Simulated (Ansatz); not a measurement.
Relaxation of the cluster Ge₃Te₇ with RKS PBE-D4/def2-SVP.

```sh
$ ansatz run in.yaml --threads 4 --pin off --events-out ev --progress --plain --max-ram 9574MiB
```

```yaml
crystal:
  periodic: [false, false, false]
  atoms:
    - {symbol: Ge, position_ang: [2.728050, 0.863280, -1.185000]}
    - {symbol: Ge, position_ang: [0.075510, 0.934030, -0.223830]}
    - {symbol: Ge, position_ang: [-0.363750, -1.508010, 1.966080]}
    - {symbol: Te, position_ang: [1.665450, -1.031480, 0.604920]}
    - {symbol: Te, position_ang: [1.584990, 0.315020, -3.324040]}
    - {symbol: Te, position_ang: [1.422980, 3.015480, -0.239020]}
    - {symbol: Te, position_ang: [-1.731070, 0.639360, 1.614590]}
    - {symbol: Te, position_ang: [-0.913960, -3.288840, 3.435310]}
    - {symbol: Te, position_ang: [-3.349890, -0.144870, -0.372410]}
    - {symbol: Te, position_ang: [-1.118300, 0.206010, -2.276580]}
basis:
  gaussian: {orbitals: def2-SVP}
hamiltonian: {xc: pbe, dispersion: d4}
scf: {lower_state_search: "off"}
output: {orbitals: {seedname: orbitals}}
relax: {f_tol: 0.03, max_steps: 70}
```

Run time 6.2 min (4 threads of Intel Xeon on a shared host), peak host memory 0.83 GiB.

Positions (Å) and forces (eV/Å) at steps 1, 2, 3, 4, 5, 6, 7, 8, 9, 10, 11, 12, 13, 14, 15, 16, 17, 18, 19, 20, 21, 22, 23, 24, 25, 27 of 27:

```xyz
10
step=1 energy=-220567.9745 eV
Ge    2.728    0.863   -1.185    1.496    0.346    0.080
Ge    0.076    0.934   -0.224    0.171    0.446    0.166
Ge   -0.364   -1.508    1.966   -0.190   -1.041    0.566
Te    1.665   -1.031    0.605    1.182   -0.739   -0.116
Te    1.585    0.315   -3.324    0.024   -0.325   -0.822
Te    1.423    3.015   -0.239    0.031    0.848    0.235
Te   -1.731    0.639    1.615   -1.055    1.199    0.846
Te   -0.914   -3.289    3.435   -0.128   -0.238    0.237
Te   -3.350   -0.145   -0.372   -0.844   -0.374    0.148
Te   -1.118    0.206   -2.277   -0.688   -0.120   -1.339
10
step=2 energy=-220568.5637 eV
Ge    2.909    0.925   -1.224    0.031    0.291   -0.032
Ge    0.075    0.967   -0.241    0.081   -0.122   -0.059
Ge   -0.376   -1.575    2.005    0.107    0.169   -0.056
Te    1.769   -1.126    0.606   -0.252    0.155   -0.163
Te    1.651    0.279   -3.394   -0.238   -0.135    0.326
Te    1.430    3.103   -0.215    0.077   -0.289   -0.090
Te   -1.842    0.739    1.694   -0.085   -0.055   -0.279
Te   -0.939   -3.344    3.489   -0.101   -0.192    0.154
Te   -3.464   -0.190   -0.326    0.110   -0.104    0.250
Te   -1.212    0.221   -2.394    0.271    0.283   -0.051
10
step=3 energy=-220568.6925 eV
Ge    2.998    0.982   -1.186   -0.028    0.278    0.002
Ge    0.085    1.008   -0.302   -0.021   -0.388    0.158
Ge   -0.374   -1.594    2.036    0.050    0.262   -0.099
Te    1.693   -1.121    0.515   -0.178    0.000   -0.137
Te    1.608    0.186   -3.234   -0.288   -0.092   -0.063
Te    1.479    3.113   -0.262    0.128   -0.096   -0.028
Te   -1.816    0.735    1.646   -0.233    0.034    0.036
Te   -0.957   -3.365    3.525   -0.049   -0.050    0.047
Te   -3.433   -0.337   -0.294    0.213   -0.077    0.058
Te   -1.284    0.394   -2.443    0.406    0.128    0.027
10
step=4 energy=-220568.8051 eV
Ge    3.021    1.031   -1.215    0.068    0.118    0.045
Ge    0.084    1.000   -0.263   -0.053   -0.248    0.250
Ge   -0.391   -1.548    2.030   -0.003    0.068   -0.002
Te    1.639   -1.148    0.424   -0.155   -0.017   -0.075
Te    1.576    0.121   -3.201   -0.347    0.064   -0.110
Te    1.506    3.088   -0.245    0.132    0.052   -0.046
Te   -1.856    0.771    1.668   -0.151    0.028   -0.032
Te   -0.992   -3.324    3.519   -0.015    0.033   -0.006
Te   -3.328   -0.500   -0.270    0.245   -0.008   -0.001
Te   -1.260    0.509   -2.447    0.279   -0.089   -0.022
10
step=5 energy=-220568.8922 eV
Ge    3.041    1.065   -1.253    0.145   -0.009    0.010
Ge    0.083    0.992   -0.207   -0.038    0.015    0.218
Ge   -0.428   -1.516    2.036   -0.048   -0.097   -0.026
Te    1.566   -1.184    0.356   -0.061   -0.031    0.015
Te    1.532    0.149   -3.221   -0.166    0.045   -0.110
Te    1.542    3.071   -0.247    0.049    0.079    0.001
Te   -1.892    0.812    1.697   -0.128   -0.019   -0.147
Te   -1.041   -3.293    3.528    0.006    0.077   -0.016
Te   -3.194   -0.641   -0.250    0.230    0.030    0.100
Te   -1.207    0.544   -2.438    0.011   -0.088   -0.045
10
step=6 energy=-220568.9479 eV
Ge    3.067    1.073   -1.294    0.029   -0.059   -0.007
Ge    0.083    1.016   -0.158    0.058    0.104    0.116
Ge   -0.486   -1.512    2.018   -0.070   -0.122   -0.134
Te    1.512   -1.194    0.333    0.027    0.026    0.040
Te    1.498    0.185   -3.259   -0.027    0.056   -0.030
Te    1.587    3.074   -0.252    0.011   -0.011   -0.003
Te   -1.924    0.851    1.709   -0.114   -0.012   -0.132
Te   -1.094   -3.271    3.530   -0.005    0.047    0.021
Te   -3.059   -0.775   -0.208    0.180    0.042    0.143
Te   -1.183    0.553   -2.418   -0.090   -0.072   -0.014
10
step=7 energy=-220569.0109 eV
Ge    3.082    1.053   -1.329   -0.081   -0.073   -0.028
Ge    0.097    1.052   -0.105    0.091    0.113   -0.018
Ge   -0.558   -1.522    1.944   -0.119   -0.171   -0.169
Te    1.509   -1.173    0.345    0.086    0.107    0.045
Te    1.457    0.242   -3.300    0.062    0.042    0.017
Te    1.646    3.077   -0.259   -0.041   -0.070   -0.003
Te   -1.961    0.902    1.704   -0.072    0.015   -0.088
Te   -1.154   -3.240    3.507   -0.013   -0.017    0.072
Te   -2.937   -0.912   -0.139    0.151    0.074    0.178
Te   -1.181    0.520   -2.369   -0.064   -0.020   -0.007
10
step=8 energy=-220569.0605 eV
Ge    3.054    1.014   -1.369    0.101   -0.040    0.039
Ge    0.117    1.098   -0.073   -0.156   -0.164    0.063
Ge   -0.646   -1.568    1.862   -0.005   -0.302   -0.066
Te    1.533   -1.115    0.374    0.029    0.078    0.161
Te    1.440    0.303   -3.350   -0.048   -0.013   -0.071
Te    1.671    3.064   -0.272    0.094    0.246   -0.008
Te   -1.991    0.978    1.708    0.069    0.017   -0.120
Te   -1.224   -3.249    3.503    0.043    0.109   -0.064
Te   -2.787   -1.003   -0.053   -0.104    0.073    0.122
Te   -1.166    0.479   -2.330   -0.024   -0.005   -0.056
10
step=9 energy=-220569.0775 eV
Ge    3.047    0.997   -1.411   -0.050    0.045   -0.078
Ge    0.141    1.116   -0.034    0.076    0.127   -0.112
Ge   -0.737   -1.667    1.735    0.374   -0.205    0.088
Te    1.598   -1.030    0.517   -0.140    0.082    0.106
Te    1.409    0.330   -3.421   -0.002    0.017    0.152
Te    1.714    3.120   -0.299   -0.180   -0.320   -0.038
Te   -1.974    1.050    1.689   -0.054   -0.094   -0.057
Te   -1.279   -3.267    3.456    0.048   -0.020    0.034
Te   -2.764   -1.058    0.048   -0.296    0.319   -0.047
Te   -1.157    0.409   -2.281    0.225    0.050   -0.048
10
step=10 energy=-220569.1340 eV
Ge    3.067    1.001   -1.411   -0.103    0.045   -0.039
Ge    0.106    1.103   -0.047   -0.004    0.056    0.005
Ge   -0.731   -1.715    1.712    0.016   -0.108   -0.040
Te    1.583   -0.988    0.591    0.002   -0.032   -0.013
Te    1.447    0.313   -3.416    0.033   -0.049    0.084
Te    1.663    3.080   -0.346    0.031    0.008    0.013
Te   -1.950    1.041    1.740    0.007    0.110   -0.062
Te   -1.222   -3.302    3.454    0.030   -0.016   -0.001
Te   -2.842   -0.948    0.043   -0.051   -0.004    0.011
Te   -1.122    0.415   -2.320    0.039   -0.012    0.043
10
step=11 energy=-220569.1462 eV
Ge    3.077    1.069   -1.412   -0.017   -0.076   -0.036
Ge    0.098    1.129   -0.038   -0.168   -0.056   -0.088
Ge   -0.762   -1.846    1.564   -0.052   -0.015    0.175
Te    1.556   -0.963    0.627    0.012   -0.059    0.015
Te    1.479    0.169   -3.325   -0.049    0.093   -0.045
Te    1.641    3.105   -0.367    0.050    0.087    0.022
Te   -1.930    1.151    1.714   -0.069    0.056    0.064
Te   -1.144   -3.345    3.416    0.033    0.044   -0.162
Te   -2.904   -0.888    0.131    0.067    0.015    0.046
Te   -1.111    0.419   -2.310    0.192   -0.090    0.007
10
step=12 energy=-220569.1619 eV
Ge    3.051    1.062   -1.431    0.098   -0.027    0.040
Ge    0.075    1.130   -0.026    0.000    0.039   -0.028
Ge   -0.775   -1.844    1.578    0.002    0.015    0.027
Te    1.549   -0.960    0.641   -0.065    0.008    0.026
Te    1.504    0.188   -3.389   -0.065    0.051    0.048
Te    1.635    3.105   -0.352   -0.004   -0.029   -0.009
Te   -1.950    1.198    1.738    0.027    0.023   -0.065
Te   -1.136   -3.380    3.392    0.014   -0.002   -0.069
Te   -2.899   -0.853    0.155    0.050   -0.038    0.050
Te   -1.055    0.353   -2.306   -0.058   -0.040   -0.020
10
step=13 energy=-220569.1701 eV
Ge    3.072    1.041   -1.416   -0.024    0.006   -0.005
Ge    0.068    1.140   -0.044   -0.015    0.003    0.010
Ge   -0.773   -1.832    1.596    0.055    0.027   -0.030
Te    1.534   -0.952    0.639   -0.011   -0.010    0.040
Te    1.490    0.223   -3.375    0.045   -0.010   -0.008
Te    1.648    3.095   -0.358    0.029    0.009    0.003
Te   -1.954    1.217    1.722    0.012    0.025   -0.059
Te   -1.133   -3.396    3.378    0.002   -0.054    0.013
Te   -2.877   -0.867    0.166   -0.051   -0.006    0.028
Te   -1.074    0.331   -2.306   -0.043    0.009    0.007
10
step=14 energy=-220569.1766 eV
Ge    3.079    1.042   -1.419   -0.034    0.006   -0.017
Ge    0.056    1.151   -0.049   -0.009   -0.008   -0.018
Ge   -0.782   -1.864    1.568    0.075    0.001    0.017
Te    1.522   -0.931    0.678   -0.036    0.008    0.019
Te    1.496    0.211   -3.369    0.047   -0.019   -0.007
Te    1.654    3.095   -0.366    0.022   -0.006    0.009
Te   -1.959    1.275    1.704   -0.022    0.014   -0.050
Te   -1.108   -3.436    3.349    0.002   -0.044   -0.009
Te   -2.889   -0.852    0.210   -0.033    0.025    0.028
Te   -1.070    0.309   -2.306   -0.011    0.024    0.027
10
step=15 energy=-220569.1974 eV
Ge    3.095    1.043   -1.432    0.002    0.015   -0.035
Ge    0.016    1.191   -0.066    0.008   -0.041   -0.051
Ge   -0.801   -1.967    1.502    0.145    0.014    0.109
Te    1.471   -0.861    0.786   -0.094    0.014    0.007
Te    1.523    0.170   -3.360    0.011   -0.038    0.018
Te    1.672    3.091   -0.385    0.008   -0.026    0.015
Te   -1.985    1.460    1.647   -0.095   -0.078   -0.087
Te   -1.031   -3.576    3.267   -0.007   -0.039   -0.074
Te   -2.913   -0.801    0.345    0.005    0.128    0.070
Te   -1.047    0.249   -2.303    0.016    0.052    0.027
10
step=16 energy=-220569.2091 eV
Ge    3.120    1.035   -1.447    0.024    0.044   -0.052
Ge   -0.024    1.227   -0.092    0.017   -0.045    0.000
Ge   -0.795   -2.048    1.467    0.016    0.156    0.179
Te    1.409   -0.793    0.892   -0.054    0.051   -0.031
Te    1.543    0.141   -3.346   -0.018   -0.083    0.025
Te    1.702    3.077   -0.401   -0.012   -0.049    0.034
Te   -2.028    1.634    1.573   -0.074   -0.242   -0.134
Te   -0.953   -3.723    3.181   -0.023   -0.042   -0.138
Te   -2.935   -0.752    0.472    0.100    0.145    0.118
Te   -1.037    0.200   -2.299    0.023    0.065   -0.002
10
step=17 energy=-220569.2592 eV
Ge    3.201    1.113   -1.613   -0.063    0.174    0.006
Ge   -0.038    1.249   -0.117   -0.094   -0.217    0.141
Ge   -0.765   -1.978    1.640   -0.367   -0.084   -0.030
Te    1.360   -0.726    0.998    0.097    0.074   -0.035
Te    1.545    0.085   -3.342   -0.089   -0.014    0.094
Te    1.764    3.027   -0.359    0.160    0.010   -0.131
Te   -2.086    1.654    1.479   -0.045    0.054   -0.028
Te   -0.987   -3.882    3.086    0.028    0.037   -0.083
Te   -2.946   -0.794    0.545    0.216   -0.007    0.185
Te   -1.047    0.252   -2.316    0.157   -0.028   -0.118
10
step=18 energy=-220569.3195 eV
Ge    3.271    1.201   -1.727   -0.198    0.206   -0.014
Ge   -0.076    1.251   -0.123    0.036   -0.231    0.128
Ge   -0.789   -2.006    1.683   -0.315   -0.185    0.143
Te    1.308   -0.671    1.120   -0.047    0.086   -0.066
Te    1.584    0.029   -3.329   -0.050   -0.008    0.152
Te    1.789    2.992   -0.376    0.169   -0.056   -0.141
Te   -2.130    1.781    1.413   -0.031   -0.144   -0.094
Te   -0.970   -4.042    2.978    0.029    0.252   -0.237
Te   -2.970   -0.772    0.702    0.221    0.073    0.214
Te   -1.017    0.238   -2.341    0.187    0.006   -0.086
10
step=19 energy=-220569.4079 eV
Ge    3.302    1.346   -1.853   -0.152    0.071   -0.121
Ge   -0.065    1.217   -0.113   -0.005   -0.106   -0.026
Ge   -0.847   -2.015    1.752   -0.123   -0.138    0.147
Te    1.253   -0.656    1.209    0.000   -0.037   -0.004
Te    1.632   -0.039   -3.306    0.045    0.041    0.189
Te    1.809    2.979   -0.405    0.029   -0.067   -0.050
Te   -2.138    1.843    1.351   -0.053   -0.209   -0.080
Te   -0.984   -4.151    2.875    0.009    0.237   -0.199
Te   -2.997   -0.770    0.861    0.105    0.161    0.155
Te   -0.965    0.246   -2.370    0.146    0.047   -0.010
10
step=20 energy=-220569.4634 eV
Ge    3.338    1.495   -1.975   -0.299   -0.018   -0.085
Ge   -0.062    1.143   -0.096   -0.006    0.026   -0.165
Ge   -0.891   -1.979    1.810    0.073   -0.245    0.152
Te    1.257   -0.692    1.243   -0.122   -0.051    0.008
Te    1.685   -0.094   -3.247    0.168    0.056    0.099
Te    1.790    2.940   -0.422    0.084    0.018   -0.021
Te   -2.147    1.857    1.309    0.003   -0.126   -0.058
Te   -1.010   -4.180    2.788   -0.021    0.152   -0.115
Te   -3.037   -0.765    0.997    0.000    0.151    0.073
Te   -0.922    0.276   -2.408    0.120    0.037    0.111
10
step=21 energy=-220569.4826 eV
Ge    3.263    1.639   -2.083    0.074   -0.079   -0.137
Ge   -0.017    1.153   -0.130   -0.141   -0.048   -0.005
Ge   -0.938   -2.023    1.892    0.084   -0.002    0.001
Te    1.186   -0.726    1.257    0.117   -0.045    0.025
Te    1.773   -0.200   -3.235    0.083    0.265    0.220
Te    1.799    3.008   -0.407   -0.066   -0.185   -0.080
Te   -2.119    1.878    1.244   -0.048   -0.168   -0.041
Te   -1.059   -4.274    2.727   -0.017    0.068   -0.044
Te   -3.064   -0.749    1.181   -0.044    0.206    0.016
Te   -0.824    0.294   -2.446   -0.042   -0.012    0.047
10
step=22 energy=-220569.5042 eV
Ge    3.340    1.704   -2.144   -0.261   -0.071    0.018
Ge   -0.032    1.128   -0.141   -0.081   -0.081    0.045
Ge   -0.940   -2.019    1.923   -0.030   -0.129    0.018
Te    1.180   -0.743    1.262    0.105   -0.001   -0.002
Te    1.795   -0.135   -3.192    0.135    0.072   -0.005
Te    1.801    2.961   -0.441    0.059   -0.025   -0.035
Te   -2.131    1.876    1.218   -0.035   -0.077    0.015
Te   -1.092   -4.295    2.712   -0.005    0.192   -0.070
Te   -3.085   -0.741    1.246    0.035    0.121    0.004
Te   -0.836    0.264   -2.443    0.077    0.000    0.011
10
step=23 energy=-220569.4927 eV rejected
Ge    3.239    1.865   -2.206    0.124    0.000   -0.067
Ge   -0.020    1.016   -0.111    0.188    0.124   -0.135
Ge   -0.966   -2.069    1.814    0.176    0.197    0.147
Te    1.232   -0.799    1.317   -0.140   -0.089   -0.032
Te    1.886   -0.093   -3.226   -0.122   -0.022    0.025
Te    1.702    2.966   -0.447   -0.081   -0.049    0.086
Te   -2.027    1.921    1.242   -0.033    0.070    0.047
Te   -1.220   -4.270    2.731   -0.017   -0.019   -0.080
Te   -3.062   -0.635    1.307   -0.154   -0.191   -0.021
Te   -0.764    0.099   -2.421    0.059   -0.021    0.030
10
step=24 energy=-220569.5202 eV
Ge    3.285    1.778   -2.178   -0.035   -0.004    0.009
Ge   -0.026    1.072   -0.121    0.011    0.015   -0.002
Ge   -0.944   -2.005    1.881   -0.009   -0.032    0.046
Te    1.223   -0.774    1.272   -0.043   -0.001    0.002
Te    1.844   -0.123   -3.214   -0.005    0.021    0.011
Te    1.757    2.951   -0.429    0.023    0.007   -0.015
Te   -2.094    1.880    1.237   -0.006    0.029   -0.007
Te   -1.152   -4.254    2.693   -0.011    0.002   -0.024
Te   -3.102   -0.701    1.282    0.072   -0.011   -0.004
Te   -0.790    0.177   -2.425    0.004   -0.025   -0.018
10
step=25 energy=-220569.5192 eV rejected
Ge    3.267    1.792   -2.196    0.025   -0.006   -0.012
Ge   -0.030    1.073   -0.125   -0.017    0.069    0.000
Ge   -0.918   -2.005    1.953   -0.044    0.028   -0.078
Te    1.218   -0.745    1.304    0.091   -0.029    0.047
Te    1.842   -0.129   -3.203    0.016   -0.007   -0.027
Te    1.755    2.959   -0.438   -0.036   -0.025    0.003
Te   -2.097    1.910    1.218    0.013   -0.048   -0.003
Te   -1.202   -4.295    2.617    0.015    0.019    0.010
Te   -3.044   -0.695    1.285   -0.061   -0.001    0.030
Te   -0.793    0.137   -2.416   -0.001    0.000    0.030
10
step=27 energy=-220569.5241 eV
Ge    3.269    1.797   -2.205    0.011   -0.004   -0.020
Ge   -0.015    1.069   -0.112   -0.006    0.004    0.017
Ge   -0.935   -2.002    1.918   -0.001    0.000   -0.013
Te    1.227   -0.750    1.331   -0.002    0.009    0.001
Te    1.840   -0.107   -3.233   -0.002   -0.011    0.000
Te    1.757    2.955   -0.440   -0.014    0.003    0.011
Te   -2.090    1.899    1.225    0.008    0.005   -0.004
Te   -1.196   -4.279    2.630    0.000    0.000   -0.003
Te   -3.070   -0.692    1.278   -0.006   -0.009    0.004
Te   -0.786    0.110   -2.391    0.012    0.003    0.006
```

In the def2 sets Te takes a core potential; there is no spin–orbit coupling. Another isomer (singlet) lies 0.05 eV lower at PBE-D4/def2-SVP; other spin states weren't run for this one.
